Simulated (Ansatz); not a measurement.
**The HOMO–LUMO gap down a group: C to Ge**

Gas-phase molecules, one atom swapped for its congeners: In(CH3)Cl2; SiH3(InCl2); GeH3(InCl2). All are singlets with charge 0.

Shapes, held fixed at every level: PBE0-D4/def2-TZVP. Programs: Ansatz 0.2.0. Values in eV.

```tsv
level	In(CH3)Cl2	SiH3(InCl2)	GeH3(InCl2)
SPW92/def2-TZVPP	4.62	4.18	4.26
PBE-D4/def2-TZVPP	4.74	4.29	4.37
r2SCAN-D4/def2-TZVPP	5.30	4.74	4.82
BHLYP-D4/def2-TZVPP	8.80	7.83	7.83
wB97M-V/def2-TZVPP	10.74	9.79	9.81
wB97X-V/def2-TZVPP	11.15	10.17	10.17
```

At wB97X-V/def2-TZVPP the HOMO–LUMO gap falls or stays level, from 11.15 to 10.17 eV. Every level shows the same order. For atoms past krypton def2 sets carry core potentials with scalar relativity. Relativity is left out for Ge. Orbital gaps aren't excitation energies, and the LUMO depends on the basis.
